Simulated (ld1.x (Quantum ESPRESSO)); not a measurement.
**What one change does to a pseudopotential (aluminium (Al), TM)**

- Element: aluminium
- Generator: ld1.x (Quantum ESPRESSO) 7.5
- Type: norm-conserving Troullier–Martins (Kleinman–Bylander form)
- Functional: PBE
- Relativity: scalar-relativistic
- Frozen core: [Ne]
- Valence charge: 3
- Reference configuration: 3s2 3p1
- Partial waves: 3p (bound): rc 1.95 bohr; 3d channel at -0.15 Ry: rc 1.60 bohr; 3s (bound): rc 1.45 bohr
- Local potential: the s channel
- Core correction: a·sin(br)/r model core, default radius (core density twice the valence density)

Change: all radii but the core radius scaled by about 1.35 (s 1.96, p 2.64, d 2.16 bohr).

Cutoffs: the cutoffs (Ry, on a coarse ladder) from which the occupation-weighted sum of valence levels, in a spherical-Bessel basis at the reference potential, stays within 10 and 1 mRy of its value at 400 Ry; they do not see the model core or the augmentation charge, which bear on the density cutoff. Errors are all-electron minus pseudo energies relative to the spin-unpolarised reference configuration.

What does the change do?

The potential gets softer (35 Ry and 70 Ry → 10 Ry and 30 Ry); of the 7 tests that both files solve, the error grows in 0 and shrinks in 5 by more than 15 % and 0.3 meV (median size 2.0 → 1.3 meV); neither file shows a bound ghost. A larger radius leaves more room for a smooth pseudo-wave, so fewer plane waves are needed. That the errors move this way runs against the usual rule that smaller radii transfer better.

| quantity | base | changed |
| --- | --- | --- |
| cutoff, loose | 35 Ry | 10 Ry |
| cutoff, tight | 70 Ry | 30 Ry |
| loose cutoff by channel (10 mRy a level) | p 6 Ry, s 30 Ry | p 6 Ry, s 8 Ry |
| bound ghosts | none | none |
| error for 3s2 3p0, meV [ΔE 5.76 eV] | +2.0 | +1.3 |
| error for 3s1 3p0, meV [ΔE 24.99 eV] | +27 | +22 |
| error for 3s2 3p0.5, meV [ΔE 2.09 eV] | +0.4 | +0.2 |
| error for 3s1 3p1, meV [ΔE 11.57 eV] | +11 | +7.7 |
| error for 3s0 3p3, meV [ΔE 10.45 eV] | +5.7 | +2.3 |
| error for 3s2 3p1.3, meV [ΔE -0.57 eV] | +0.1 | +0.1 |
| error for 3s1 3p2, meV [ΔE 5.14 eV] | +1.2 | +0.3 |
